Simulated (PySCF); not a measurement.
# Two-component Hartree-Fock for Fe²⁺ (iron, charge +2)

Start: [Ar] 3d6; 3d3/2 filled at m_j = +3/2; 3d5/2 filled at m_j = -3/2, -1/2, +1/2, +3/2, +5/2. Calculated with PySCF 2.14 in x2c-SVPall-2c with one added diffuse shell each of s, d type (6s5p4d1f, 48 functions): generalised Hartree-Fock with the X2C-1e Hamiltonian and a Gaussian nucleus; one run each with spin-orbit coupling (SO) switched off, then screened by Boettger's factors. This is a chosen level, not necessarily the ground level.

```tsv
spinor shell	electrons	ε, spin-free (eV)	ε, screened SO (eV)	weight of nominal j (screened SO)	rms radius, screened SO (bohr)
1s1/2	2	-7191.5	-7191.5	1.000	0.0676
2s1/2	2	-900.45	-900.43	1.000	0.288
2p1/2	2	-766.63	-775.60	0.988	0.259
2p3/2	4	-766.63	-762.20	0.994	0.261
3s1/2	2	-133.79	-133.78	1.000	0.873
3p3/2	4	-93.415	-92.649	0.830	0.937
3p1/2	2	-93.415	-94.939	0.660	0.934
3d5/2	5	-35.738	-36.686	0.588	1.18
3d3/2	1	-35.738	-30.995	0.790	1.27
```

```csv
quantity,spin-free,screened SO
E (hartree),-1270.35142,-1270.36716
M_J,4,4
⟨J²⟩,20.006,20.006
⟨L²⟩,6.003,6.009
⟨S²⟩,6.004,6.000
```

Each row is a mean over spinors that exchange with the open shell spreads, by up to 15.310 eV (3p3/2).

Rows whose weight is well below 1 are mixtures of j = l ± 1/2: exchange outweighs spin-orbit coupling there, and the label is only the starting occupation.

Without spin-orbit coupling the j labels of p, d and f shells carry no meaning; the spin-free column gives the mean over the occupied spinors of each nl shell.
